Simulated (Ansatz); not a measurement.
Job for Ansatz (an electronic-structure program): R-r2SCAN/def2-TZVPPD on FH4P (a complex). Files ending in .json are basis or fitting sets from the Basis Set Exchange.

Ansatz 0.2 input:
```yaml
crystal:
  periodic: [false, false, false]
  atoms:
    - {symbol: F, position_ang: [-1.44370064, -0.22894985, -0.24384746]}
    - {symbol: H, position_ang: [-0.94647269, -0.05062702, 0.53323070]}
    - {symbol: P, position_ang: [0.26435944, 0.38573767, 2.42694199]}
    - {symbol: H, position_ang: [-0.05296080, -0.23232066, 3.65770065]}
    - {symbol: H, position_ang: [1.64992720, 0.11416788, 2.48950794]}
    - {symbol: H, position_ang: [0.35687992, 1.69531668, 2.95026935]}
basis:
  gaussian:
    orbitals: def2-TZVPPD.json
hamiltonian:
  xc: {name: r2SCAN}
scf: {lower_state_search: off}
```

It printed:

```
WARN ansatz: RAYON_NUM_THREADS=2 ignored (pool sized by the plan → 2); use --threads N
Functional definition: r2SCAN
these checks for a lower state are left out or cut short: stability, starts, cluster_reference, orbital_swaps, neighbouring_geometries, increment
integrals: 0.05 GiB planned
749 factors; their error is unknown
mean field: 0.46 GiB planned
mean field evaluation 1: about -12068.3556 eV, gradient 3.6e1 eV
mean field evaluation 2: about -12064.7627 eV, gradient 6.4e1 eV
mean field evaluation 4: about -12070.4004 eV, gradient 1.2e0 eV
mean field evaluation 8: about -12070.4035 eV, gradient 2.3e-2 eV
mean field evaluation 16: about -12070.3807 eV, gradient 2.1e-5 eV
mean field -12070.38070867 eV, -443.5783094458 hartree, gradient 3.2e-6 eV, S^2 0.000000; 0 other end points of the search recorded, 0 dependent functions left out
reference -12070.38072350 eV, -443.5783099909 hartree; 14, 14 occupied and 142, 142 virtual orbitals, 749 factors
Total energy: -12070.38072350 eV, -443.5783099909 hartree
Checks for a lower state left out: stability, starts, cluster_reference, orbital_swaps, neighbouring_geometries, increment
```

Self-consistency was reached.

Cost: about 2.1 core-seconds (a rough figure).
